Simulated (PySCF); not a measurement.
Isomers of C4H12O2SSi2, mass 180.010 u with the commonest isotopes. Method used: PBE0/pcSseg-1 in PySCF (dipole) on a GFN2-xTB geometry, gas phase. One conformer each, none proved a minimum here; rigid rotors.

**Question.** Order these by rotational constant B, largest first.
A. `[CH2:1]=[C:2]([Si@@H:3]([OH:4])[CH2:5][SiH3:6])[S@@:7]([CH3:8])=[O:9]` with C1–C2–Si3–O4 178°, C2–Si3–O4–H -24°, C2–Si3–C5–Si6 42°, C1–C2–S7–C8 104°
B. `[CH3:1][O:2][Si@@H:3]([OH:4])/[CH:5]=[CH:6]\[SiH2:7][S:8][CH3:9]` with C1–O2–Si3–O4 180°, O2–Si3–O4–H -31°, O2–Si3–C5–C6 -128°, C5–C6–Si7–S8 -170°, C6–Si7–S8–C9 178°
C. `[CH3:1][S:2][Si@@H:3]([OH:4])[O:5][C@H:6]1[SiH2:7][C@@H:8]1[CH3:9]` with C1–S2–Si3–O4 48°, S2–Si3–O4–H 91°, S2–Si3–O5–C6 52°, Si3–O5–C6–Si7 115°

**Answer.** A (639.6 MHz), C (471.5 MHz), B (371.1 MHz).

**Question.** Order these by rotational constant A, smallest first.
A. `[CH3:1][S:2][Si@@H:3]([OH:4])[O:5][C@H:6]1[SiH2:7][C@@H:8]1[CH3:9]` with C1–S2–Si3–O4 48°, S2–Si3–O4–H 91°, S2–Si3–O5–C6 52°, Si3–O5–C6–Si7 115°
B. `[CH3:1][O:2][Si@@H:3]([OH:4])/[CH:5]=[CH:6]\[SiH2:7][S:8][CH3:9]` with C1–O2–Si3–O4 180°, O2–Si3–O4–H -31°, O2–Si3–C5–C6 -128°, C5–C6–Si7–S8 -170°, C6–Si7–S8–C9 178°
C. `[CH2:1]=[C:2]([Si@@H:3]([OH:4])[CH2:5][SiH3:6])[S@@:7]([CH3:8])=[O:9]` with C1–C2–Si3–O4 178°, C2–Si3–O4–H -24°, C2–Si3–C5–Si6 42°, C1–C2–S7–C8 104°

**Answer.** C (1569 MHz), A (1837 MHz), B (3277 MHz).

**Question.** Order these by radius of gyration √(Σ m r²/M), largest first.
A. `[CH3:1][O:2][Si@@H:3]([OH:4])/[CH:5]=[CH:6]\[SiH2:7][S:8][CH3:9]` with C1–O2–Si3–O4 180°, O2–Si3–O4–H -31°, O2–Si3–C5–C6 -128°, C5–C6–Si7–S8 -170°, C6–Si7–S8–C9 178°
B. `[CH2:1]=[C:2]([Si@@H:3]([OH:4])[CH2:5][SiH3:6])[S@@:7]([CH3:8])=[O:9]` with C1–C2–Si3–O4 178°, C2–Si3–O4–H -24°, C2–Si3–C5–Si6 42°, C1–C2–S7–C8 104°
C. `[CH3:1][S:2][Si@@H:3]([OH:4])[O:5][C@H:6]1[SiH2:7][C@@H:8]1[CH3:9]` with C1–S2–Si3–O4 48°, S2–Si3–O4–H 91°, S2–Si3–O5–C6 52°, Si3–O5–C6–Si7 115°

**Answer.** A (2.879 Å), C (2.648 Å), B (2.370 Å).

```
                           SMILES  point group  Ia (u·Å²)  Ib (u·Å²)  Ic (u·Å²)      κ  μa (D)  μb (D)  μc (D)
        CO[Si@@H](O)/C=C\[SiH2]SC           C1     154.24    1361.87    1467.57  -0.98    3.63    1.10    0.03
 C=C([Si@@H](O)C[SiH3])[S@@](C)=O           C1     322.20     790.20     909.53  -0.83    1.51    3.48    1.09
CS[Si@@H](O)O[C@H]1[SiH2][C@@H]1C           C1     275.04    1071.91    1176.54  -0.94    0.74    0.24    0.55
```
